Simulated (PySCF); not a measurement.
**Technetium: a sound run and one with changed settings**

Sound run: Tc [Kr] 4d5 5s2, Tc⁺ [Kr] 4d5 5s1. All numbers are calculated (PySCF 2.14, scalar relativity through the core potential, in def2-TZVP with the def2 core potential (28 electrons) (6s4p3d1f, 40 functions)). The sound run starts from symmetry-adapted Hartree-Fock orbitals and uses a fine grid where one is needed.

Changed run: basis STO-3G, all-electron and non-relativistic. This setting is unsound on purpose.

```tsv
species	method	sound run (hartree)	changed run (hartree)	converged
Tc	UHF	-80.11272	-4163.20517	yes
Tc	M06-L	-80.74436	-4164.93281	yes
Tc	MN15	-80.53526	-4161.64665	yes
Tc⁺	UHF	-79.90906	-4163.09448	yes
Tc⁺	M06-L	-80.47219	-4164.74205	yes
Tc⁺	MN15	-80.27296	-4161.48789	yes
```

Ionisation energy of Tc:

| method | sound run (eV) | changed run (eV) |
| --- | --- | --- |
| UHF | 5.542 | 3.012 |
| M06-L | 7.406 | 5.191 |
| MN15 | 7.138 | 4.320 |

A minimal basis cannot let orbitals breathe on ionisation and holds almost no correlation. The Hamiltonian changed with the basis, so the totals do not compare.

For comparison, NIST gives 7.119 eV between the lowest levels.
